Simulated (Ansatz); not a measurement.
Ideal-gas functions of `C=CCBr` at 400 K and 1 bar, from an Ansatz frequency run at PBE0-D4/def2-TZVP.

Molar mass 120.98 g/mol, point group C1 (symmetry number 1), electronic degeneracy 1, moments of inertia 26.185, 255.645, 263.564 u Å². Harmonic wavenumbers (cm⁻¹, unscaled): 107, 251, 391, 555, 719, 877, 959, 965, 1027, 1096, 1222, 1232, 1324, 1441, 1477, 1720, 3110, 3155, 3169, 3185, 3247.

Use S(trans) = R[1.5 ln M + 2.5 ln T − 1.1517]; rotational temperatures θ = 24.2544 K / I; S(rot) = R[ln(√π/σ · √(T³/θAθBθC)) + 1.5]; for each mode x = 1.438777 ν̃/T, S = R[x/(eˣ − 1) − ln(1 − e⁻ˣ)] and H = RT x/(eˣ − 1); 1 cm⁻¹ = 0.0119627 kJ/mol; R = 8.31446 J/(mol·K).

Task: By hand: the entropy, in J/(mol·K).

Result: Translation 174.8. Rotation: θ = 0.9263, 0.0949, 0.092 K, giving 112.0. Vibration, mode by mode: 16.30, 9.44, 6.13, 3.82, 2.40, 1.53, 1.21, 1.19, 0.99, 0.81, 0.56, 0.54, 0.41, 0.29, 0.26, 0.12, 0.00, 0.00, 0.00, 0.00, 0.00, in all 46.0. Electronic 0.0. Sum 332.8 J/(mol·K).

Task: By hand: H − E and G − E in kJ/mol, counted from the electronic energy.

Result: Zero-point energy ½ × 31229 × 0.0119627 = 186.8; thermal vibration 10.5; translation, rotation and pV give 4 RT = 13.3. H − E = 210.6 kJ/mol, and G − E = 210.6 − 400 × 332.8/1000 = 77.5 kJ/mol.

Vibration gives 14 % of the entropy, 16.3 J/(mol·K) of it from the mode under 150 cm⁻¹: soft modes count most, and the harmonic formula is weakest for them. The sum counts one conformer and one mirror image; others add a mixing term.
